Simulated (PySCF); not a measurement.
TiH₄ (singlet state).
Cartesian coordinates in Å at the PBE0-D3(BJ)/def2-SVP level; atoms count from 1:
```
atom  x, y, z in Å
Ti1   -0.0001   -0.0001    0.0001
H2     0.0115   -0.0170    1.6848
H3     1.5845    0.0101   -0.5716
H4    -0.8019    1.3789   -0.5423
H5    -0.7940   -1.3720   -0.5710
```

Computed with PBE0-D3(BJ)/def2-SVP geometry optimisation, gas phase in PySCF 2.14.0.

Take the most abundant isotopes and a rigid rotor. 

Problem. What are A, B and C (MHz)?

Solution. Ia = 7.63, Ib = 7.63, Ic = 7.63 u·Å²; 505379 MHz·u·Å²/I gives A = 66268, B = 66249, C = 66228 MHz.

Problem. What kind of rotor is it?

Solution. A spherical top, as the point group Td requires three equal moments; the computed ones differ by 0.06 % because the geometry is symmetric only within the optimiser's tolerance.

The point group Td allows no dipole (computed: 0.00 D), so a rigid rotor has no electric-dipole lines.

Problem. Estimate the classical rotational partition function at 50 K and 298.15 K.

Solution. Point group Td, symmetry number σ = 12; q = (√π/σ)·√((kT/h)³/(ABC)), k/h = 20836.6 MHz/K: 9.2 at 50 K, 134 at 298.15 K.

Stationary, but not proved a minimum. These are rigid-rotor constants of the computed structure; measured ground-state constants (B0) also hold zero-point vibration.
